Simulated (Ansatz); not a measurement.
`FC1=N[SiH]1F` + H₂ → `F[SiH]1C=N1` + H–F at 700 K and 1 bar (hydrogenolysis of a C–F bond).

Computed with Ansatz on PBE0-D4/def2-TZVP structures; ΔE is electronic, products minus reactants. CCSD(T)/CBS is the MP2 limit (def2-TZVPP, def2-QZVPP) plus CCSD(T) − MP2 in def2-TZVPP, frozen cores. This one scheme is used for every species.

```json
{"species": "`FC1=N[SiH]1F`", "CCSD(T)/CBS energy (Eh)": "-582.02075", "H − E (kJ/mol)": "116.6", "S (J/(mol·K))": "381.5"}
{"species": "H₂", "CCSD(T)/CBS energy (Eh)": "-1.17544", "H − E (kJ/mol)": "46.8", "S (J/(mol·K))": "155.3"}
{"species": "`F[SiH]1C=N1`", "CCSD(T)/CBS energy (Eh)": "-482.82660", "H − E (kJ/mol)": "129.3", "S (J/(mol·K))": "353.2"}
{"species": "H–F", "CCSD(T)/CBS energy (Eh)": "-100.39570", "H − E (kJ/mol)": "45.2", "S (J/(mol·K))": "198.5"}
```

H − E and S are ideal-gas, rigid-rotor, harmonic terms from PBE0-D4/def2-TZVP, for one conformer and one mirror image of each species. The MP2-based limit puts H₂ 0.8 mEh under its directly extrapolated value; such offsets cancel only in part. 1 Eh = 2625.50 kJ/mol, R = 8.31446 J/(mol·K).

Q: By hand: ΔE, ΔH, ΔS and ΔG.

A: ΔE = (-482.82660) + (-100.39570) − (-582.02075) − (-1.17544) = -0.02611 Eh = -68.6 kJ/mol. Δ(H − E) = 129.3 + 45.2 − 116.6 − 46.8 = 11.1, so ΔH = -57.5 kJ/mol. ΔS = 353.2 + 198.5 − 381.5 − 155.3 = 14.9 J/(mol·K). ΔG = -57.5 − 700 × (14.9)/1000 = -67.9 kJ/mol.

Q: By hand: the equilibrium constant, and the temperature at which ΔG would vanish if ΔH and ΔS stayed fixed.

A: log₁₀ K = −ΔG/(RT ln 10) = 5.1. ΔH and −TΔS have one sign here, so there is no such temperature.

The number of gas molecules stays the same, so ΔS is small and ΔH decides. A doubt of 5 kJ/mol in ΔE shifts log₁₀ K by 0.4 here. Other conformers and mirror images would add mixing entropy, several J/(mol·K) or more a flexible species. These are equilibria of isolated gas molecules and say nothing of rates. Largest T1 diagnostic: 0.014 (customary marks: 0.02 for closed shells, 0.045 for open ones).
